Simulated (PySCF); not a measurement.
sulfur dioxide (O₂S), singlet, at a GFN2-xTB geometry; PySCF with MP2/pcseg-2.

PySCF was given this input:
```python
from pyscf import gto, scf, mp

mol = gto.M(
    atom='''
S     0.013936   -0.004006    0.377829
O    -0.033217    1.222429   -0.364198
O     0.005345   -1.214416   -0.391460
''',
    basis='pcseg-2',
    charge=0,
    spin=0,
    verbose=4,
)

mf = scf.RHF(mol)
mf.kernel()

pt = mp.MP2(mf, frozen=7)
pt.kernel()
print('E(MP2) = %.10f' % pt.e_tot)
mf.analyze()
```

The log (banner, timings and long lists left out):

```
PySCF version 2.14.0

[INPUT] verbose = 4
[INPUT] num. atoms = 3
[INPUT] num. electrons = 32
[INPUT] charge = 0
[INPUT] spin (= nelec alpha-beta = 2S) = 0
[INPUT] symmetry False subgroup None
[INPUT] Mole.unit = angstrom
[INPUT] Symbol           X                Y                Z      unit          X                Y                Z       unit  Magmom
[INPUT]  1 S      0.013936000000  -0.004006000000   0.377829000000 AA    0.026335223272  -0.007570242855   0.713993331918 Bohr   0.0
[INPUT]  2 O     -0.033217000000   1.222429000000  -0.364198000000 AA   -0.062771032680   2.310056016726  -0.688234475114 Bohr   0.0
[INPUT]  3 O      0.005345000000  -1.214416000000  -0.391460000000 AA    0.010100586136  -2.294913641290  -0.739752188722 Bohr   0.0

nuclear repulsion = 108.350867556858
number of shells = 12
number of NR pGTOs = 157
number of NR cGTOs = 94
basis = pcseg-2
ecp = {}

******** <class 'pyscf.scf.hf.RHF'> ********
method = RHF
initial guess = minao
damping factor = 0
level_shift factor = 0
DIIS = <class 'pyscf.scf.diis.CDIIS'>
diis_start_cycle = 1
diis_space = 8
diis_damp = 0
SCF conv_tol = 1e-09
SCF conv_tol_grad = None
SCF max_cycles = 50
direct_scf = True
direct_scf_tol = 1e-13
Set gradient conv threshold to 3.16228e-05
Initial guess from minao.
init E= -547.967143921007
  HOMO = -0.346954663939822  LUMO = -0.117754281618016  gap/eV = 6.23686
cycle= 1 E= -547.169505290155  delta_E= 0.798  |g|= 0.758  |ddm|=  2.1
  HOMO = -0.484908643538733  LUMO = -0.033642372362177  gap/eV = 12.27958
cycle= 2 E= -547.227799812732  delta_E= -0.0583  |g|= 0.579  |ddm|= 0.796
  HOMO = -0.504105762048041  LUMO = -0.00544142633806644  gap/eV = 13.56935
cycle= 3 E= -547.286951282263  delta_E= -0.0592  |g|= 0.0555  |ddm|= 0.347
  HOMO = -0.494701200441922  LUMO = 0.00951508006982849  gap/eV = 13.72042
cycle= 4 E= -547.287799355304  delta_E= -0.000848  |g|= 0.0154  |ddm|= 0.0562
  HOMO = -0.49900240666061  LUMO = 0.00812925541307052  gap/eV = 13.79976
cycle= 5 E= -547.287900268443  delta_E= -0.000101  |g|= 0.00336  |ddm|= 0.0205
  HOMO = -0.499342262213002  LUMO = 0.00812024319094817  gap/eV = 13.80876
cycle= 6 E= -547.287908689563  delta_E= -8.42e-06  |g|= 0.00121  |ddm|= 0.00654
  HOMO = -0.49948240393916  LUMO = 0.00821868360155165  gap/eV = 13.81525
cycle= 7 E= -547.287909889642  delta_E= -1.2e-06  |g|= 0.000331  |ddm|= 0.00263
  HOMO = -0.499485121377825  LUMO = 0.00826576740392326  gap/eV = 13.81661
cycle= 8 E= -547.287909975516  delta_E= -8.59e-08  |g|= 4.33e-05  |ddm|= 0.00069
  HOMO = -0.499488970043187  LUMO = 0.00826078129154695  gap/eV = 13.81657
cycle= 9 E= -547.287909976774  delta_E= -1.26e-09  |g|= 8.4e-06  |ddm|= 0.000122
  HOMO = -0.499490253992515  LUMO = 0.00826080408570462  gap/eV = 13.81661
cycle= 10 E= -547.28790997683  delta_E= -5.59e-11  |g|= 3.12e-06  |ddm|= 2.79e-05
  HOMO = -0.499490295456987  LUMO = 0.00826098488313676  gap/eV = 13.81662
Extra cycle  E= -547.287909976837  delta_E= -6.48e-12  |g|= 1.9e-06  |ddm|= 5.69e-06
converged SCF energy = -547.287909976837

******** <class 'pyscf.mp.mp2.RMP2'> ********
nocc = 9, nmo = 87
frozen orbitals 7
E(RMP2) = -547.930123943945  E_corr = -0.642213967108312
E(SCS-RMP2) = -547.909089147116  E_corr = -0.621179170279022
E_corr(same-spin) = -0.172474142597252
E_corr(oppo-spin) = -0.46973982451106
E(MP2) = -547.9301239439
**** SCF Summaries ****
Total Energy =                        -547.287909976836545
Nuclear Repulsion Energy =             108.350867556857679
One-electron Energy =                 -970.582292299800201
Two-electron Energy =                  314.943514766105977
Two-electron Coulomb Energy =          356.474515930198891
DFT Exchange-Correlation Energy =      -41.531001164092913
HOMO-LUMO gap [eV] =                    13.816616091484356
**** MO energy ****
MO #1   energy= -92.1244814514634  occ= 2
MO #2   energy= -20.6136513617383  occ= 2
MO #3   energy= -20.6136193892261  occ= 2
MO #4   energy= -9.1431987436837   occ= 2
MO #5   energy= -6.8262657214133   occ= 2
MO #6   energy= -6.82546519842738  occ= 2
MO #7   energy= -6.82373027019711  occ= 2
MO #8   energy= -1.50233731880505  occ= 2
MO #9   energy= -1.3951829605615   occ= 2
MO #10  energy= -0.868800692720747 occ= 2
MO #11  energy= -0.695750635687085 occ= 2
MO #12  energy= -0.694164042423595 occ= 2
MO #13  energy= -0.663529711127988 occ= 2
MO #14  energy= -0.539588843570016 occ= 2
MO #15  energy= -0.518373391518209 occ= 2
MO #16  energy= -0.499490295456987 occ= 2
MO #17  energy= 0.00826098488313676 occ= 0
MO #18  energy= 0.174725010403826  occ= 0
MO #19  energy= 0.182831513834428  occ= 0
MO #20  energy= 0.314909444685405  occ= 0
MO #21  energy= 0.360602897508265  occ= 0
MO #22  energy= 0.441599226609037  occ= 0
MO #23  energy= 0.459871059383067  occ= 0
MO #24  energy= 0.4850827446051    occ= 0
 ** Mulliken pop on meta-lowdin orthogonal AOs  **
 ** Mulliken pop  **
 ** Mulliken atomic charges  **
charge of    0S =      1.52272
charge of    1O =     -0.76136
charge of    2O =     -0.76136
Dipole moment(X, Y, Z, Debye):  0.08922, -0.02564,  2.41891
```
